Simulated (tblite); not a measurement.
C8H9 (doublet state).
Structure used (GFN2-xTB), in Å, numbered top down from 1:
```
atom  x, y, z in Å
C1    -3.1432    0.0385   -1.3395
C2    -1.9494   -0.0025   -0.8670
C3    -1.4586    0.7176    0.4102
C4    -1.0817   -0.3097    1.4127
C5     0.1321   -0.8692    1.4800
C6     1.2040   -0.5104    0.6408
C7     2.1210   -0.2119   -0.0809
C8     3.2272    0.1477   -0.9379
H9    -4.0858    0.4778   -1.1081
H10   -1.1588   -0.5737   -1.3377
H11   -2.2516    1.3647    0.7832
H12   -0.5914    1.3153    0.1236
H13   -1.8647   -0.6534    2.0738
H14    0.3466   -1.6386    2.2112
H15    2.8855    0.7961   -1.7450
H16    3.9888    0.6729   -0.3605
H17    3.6730   -0.7491   -1.3689
```

Computed geometry: GFN2-xTB, gas phase. This method treats the open shell by occupation alone, without spin polarisation.

Masses are those of the commonest isotopes; rigid-rotor values at the optimised geometry. The values belong to one conformer with, in the numbering `[H]/[C:1]=[CH:2]\[CH2:3]/[CH:4]=[CH:5]\[C:6]#[C:7][CH3:8]`, C1–C2–C3–C4 115°, C2–C3–C4–C5 87°.

Problem. What are A, B and C (MHz)?

Solution. Ia = 142.60, Ib = 485.96, Ic = 588.49 u·Å²; 505379 MHz·u·Å²/I gives A = 3544, B = 1040, C = 858.8 MHz.

Problem. Classify the top.

Solution. An asymmetric top: κ = (2 × 1040 − 3544 − 858.8)/(3544 − 858.8) = -0.87.

Problem. What does the inertial defect say?

Solution. Not planar: Δ = Ic − Ia − Ib = -40.06 u·Å². For a rigid frame Δ = −2 Σ m c², so Σ m c² = 20.03 u·Å² lies off the ab plane: 7.40 from hydrogen and 12.63 from heavier atoms. The atom farthest from that plane is 1.51 Å away.

Problem. Where do the levels up to J = 5 lie, in cm⁻¹?

Solution. Above 0(0,0):
J = 1: 1(0,1) 0.0633, 1(1,1) 0.1469, 1(1,0) 0.1529
J = 2: 2(0,2) 0.1897, 2(1,2) 0.2675, 2(1,1) 0.2856, 2(2,1) 0.5362, 2(2,0) 0.5365
J = 3: 3(0,3) 0.3784, 3(1,3) 0.4482, 3(1,2) 0.4845, 3(2,2) 0.7262, 3(2,1) 0.7278, 3(3,1) 1.1592, 3(3,0) 1.1592
J = 4: 4(0,4) 0.6287, 4(1,4) 0.6889, 4(1,3) 0.7493, 4(2,3) 0.9793, 4(2,2) 0.9840, 4(3,2) 1.4131, 4(3,1) 1.4132, 4(4,1) 2.0184, 4(4,0) 2.0184
J = 5: 5(0,5) 0.9393, 5(1,5) 0.9892, 5(1,4) 1.0795, 5(2,4) 1.2953, 5(2,3) 1.3061, 5(3,3) 1.7308, 5(3,2) 1.7311, 5(4,2) 2.3358, 5(4,1) 2.3358, 5(5,1) 3.1141, 5(5,0) 3.1141
The levels of one J sum to (2J + 1)J(J + 1)(A + B + C)/3.

Problem. Estimate the classical rotational partition function at 50 K, 100 K and 500 K.

Solution. Point group C1, symmetry number σ = 1; q = (√π/σ)·√((kT/h)³/(ABC)), k/h = 20836.6 MHz/K: 33500 at 50 K, 94800 at 100 K, 1060000 at 500 K.

For this open shell read J as N, the rotation without spin; fine and hyperfine splittings come on top. Its lowest GFN2-xTB frequency is 14i cm⁻¹, too small to tell a flat minimum from a shallow saddle. Constants of a rigid frame at the computed geometry: no zero-point averaging, no centrifugal distortion.
